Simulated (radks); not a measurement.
Task: The cadmium ion Cd5+, configuration [Kr] 4d7. Method: Dirac Kohn-Sham, LDA (Slater exchange, Perdew-Wang correlation), spin-unpolarised, spherical densities, finite nucleus; open shells are shared between the two j in proportion to 2j + 1; Fermi nuclear charge, rms radius 4.6087 fm; computed with a radial shooting solver on a logarithmic mesh with Libxc functionals. Some entries of the table are withheld. Estimate them.

orbital  occ.  eigenvalue (eV)  r(max) (bohr)  <r> (bohr)
1s1/2       2        -26552.07        0.01970     0.03043
2s1/2       2        -4007.162            (1)      0.1314
2p1/2       2        -3738.018            (2)      0.1113
2p3/2       4        -3545.849            (3)      0.1164
3s1/2       2        -807.8641         0.3244      0.3586
3p1/2       2        -699.8672            (4)      0.3497
3p3/2       4        -665.5077            (5)      0.3607
3d3/2       4        -473.6800         0.2636      0.3326
3d5/2       6        -466.6843         0.2665      0.3361
4s1/2       2        -178.5621         0.7906      0.8653
4p1/2       2              (6)            (7)      0.9145
4p3/2       4              (8)            (9)      0.9419
4d3/2     2.8         -81.0657         0.9371       1.108
4d5/2     4.2         -80.1668         0.9459       1.118

Result: 
(1) 2s1/2 r(max) (bohr): 0.1115
(2) 2p1/2 r(max) (bohr): 0.08598
(3) 2p3/2 r(max) (bohr): 0.09033
(4) 3p1/2 r(max) (bohr): 0.3105
(5) 3p3/2 r(max) (bohr): 0.3206
(6) 4p1/2 eigenvalue (eV): -143.1827
(7) 4p1/2 r(max) (bohr): 0.8204
(8) 4p3/2 eigenvalue (eV): -136.9498
(9) 4p3/2 r(max) (bohr): 0.8445
